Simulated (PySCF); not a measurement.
# Dipole moment and polarisability of `CO[Si@](C)(O)S`

Compound: C₂H₈O₂SSi.
Geometry (GFN2-xTB, Å), atoms numbered from 1 in this order:
```
atom  x, y, z in Å
C1     2.1692    0.0608   -0.3240
O2     0.9204   -0.0069   -0.9547
Si3   -0.5445    0.1928   -0.2886
C4    -1.1340   -1.2108    0.8374
O5    -1.5907    0.2858   -1.5193
S6    -0.4498    2.0616    0.8138
H7     2.3154   -0.8013    0.3294
H8     2.9324    0.0611   -1.1016
H9     2.2515    0.9738    0.2690
H10   -1.0763   -2.1599    0.3140
H11   -0.5293   -1.2849    1.7370
H12   -2.1647   -1.0665    1.1431
H13   -1.3536    0.7391   -2.3258
H14   -1.7467    2.1548    1.0481
```

Level: CAM-B3LYP/def2-SVPD (PySCF), static field, nuclei fixed, core orbitals frozen in the response. The polarisability tensor in these axes (au):

```
x   76.98  0.17 -1.50
y    0.17 81.68  2.18
z   -1.50  2.18 72.93
```

Q: Diagonalise the tensor; give its mean and Δα, where Δα² is half the sum of the squared differences of the eigenvalues.

A: Principal values 71.97, 77.42 and 82.20 au; mean 77.20 au = 11.44 Å³ = 12.73 × 10⁻⁴⁰ C²·m²/J; Δα = 8.87 au (11 % of the mean).

Q: What is the dipole moment, and where does it point?

A: (0.70, -0.78, -0.01) D, 1.05 D in size, pointing from the negative to the positive side. Measured along this direction, the outermost atoms are H14 at the negative end and H7 at the positive end.

Q: What molar refraction does this α imply?

A: Lorentz–Lorenz: R = (4π/3)N_A α = 2.5225 cm³/(mol·Å³) × 11.44 Å³ = 28.9 cm³/mol, in the limit of long wavelengths.

Q: Find the Langevin capture rate constant for NO+ (29.998 u) meeting this molecule (124.001 u), k = 2.342 × 10⁻⁹ cm³/s × √(α in Å³ / reduced mass in u).

A: The reduced mass is 24.15 u, so k = 1.61 × 10⁻⁹ cm³/s. The formula leaves out the permanent dipole, which adds to the capture rate.

Q: Along which axes do the principal values lie, and how far do the nuclei extend along each?

A: Largest value along (-0.04, 0.97, 0.23), where the nuclei span 4.39 Å; middle along (0.96, 0.10, -0.27), 5.60 Å; least along (0.29, -0.21, 0.93), 4.46 Å. 

Isolated species at its GFN2-xTB geometry (one conformer only).
